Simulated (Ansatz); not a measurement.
GaO, doublet (typed; the unrestricted solution is spin-contaminated), at a GFN2-xTB geometry (such geometries of metal compounds can be far from the true shape), atoms displaced at random by about 0.03 Å a coordinate; HF/STO-3G, gradient (Ansatz, a program for electronic structure).

Here is a job for Ansatz.
Ansatz 0.2 input:
```yaml
crystal:
  periodic: [false, false, false]
  atoms:
    - {symbol: Ga, position_ang: [0.01060929, 0.02467651, -0.38605160]}
    - {symbol: O, position_ang: [-0.00492687, -0.02115959, 1.35582031]}
basis:
  gaussian:
    orbitals: STO-3G
hamiltonian:
  xc: hf
magnetization: {spin_polarized: true, initial_magnetization: 1}
output: {forces: true}
```

Output, abridged:

```
Functional definition: HF
245 factors; integrals over basis functions are off by at most 5.5e-5 eV
mean field evaluation 1: about -53726.1504 eV, gradient 3.0e1 eV
mean field evaluation 2: about -53726.1769 eV, gradient 3.0e1 eV
mean field evaluation 4: about -53735.5639 eV, gradient 7.3e0 eV
mean field evaluation 8: about -53736.6960 eV, gradient 1.3e0 eV
mean field evaluation 16: about -53737.6046 eV, gradient 1.6e0 eV
mean field evaluation 32: about -53732.2503 eV, gradient 8.1e0 eV
mean field evaluation 64: about -53737.6227 eV, gradient 2.8e-1 eV
mean field evaluation 96: about -53737.6156 eV, gradient 1.8e-1 eV
mean field evaluation 128: about -53737.5743 eV, gradient 2.6e-1 eV
mean field evaluation 160: about -53736.2379 eV, gradient 1.7e0 eV
mean field evaluation 192: about -53735.7140 eV, gradient 6.6e-1 eV
mean field evaluation 224: about -53737.5800 eV, gradient 3.0e-1 eV
mean field evaluation 256: about -53737.6270 eV, gradient 4.8e-2 eV
mean field evaluation 288: about -53737.7297 eV, gradient 2.0e-1 eV
mean field evaluation 320: about -53737.6800 eV, gradient 3.9e-1 eV
mean field evaluation 352: about -53726.1506 eV, gradient 3.0e1 eV
mean field evaluation 384: about -53736.6892 eV, gradient 1.0e0 eV
mean field evaluation 416: about -53736.1284 eV, gradient 8.3e-5 eV
mean field evaluation 448: about -53733.0685 eV, gradient 7.1e0 eV
mean field evaluation 480: about -53737.7640 eV, gradient 5.4e-4 eV
mean field -53737.81665921 eV, -1974.8283374255 hartree, gradient 2.7e-6 eV, S^2 1.641622; 14 other end points of the search recorded, 0 dependent functions left out
the calculation of the forces begins
reference -53737.81665921 eV, -1974.8283374255 hartree; 20, 19 occupied and 3, 4 virtual orbitals, 245 factors
Total energy: -53737.81665921 eV, -1974.8283374255 hartree
Atom 0 at     0.010609     0.024677    -0.386052 Å, force    -0.019282    -0.056889     2.161898 eV/Å
Atom 1 at    -0.004927    -0.021160     1.355820 Å, force     0.019282     0.056889    -2.161898 eV/Å
Dipole moment:    -0.001155    -0.003408     0.129519 e Å
```
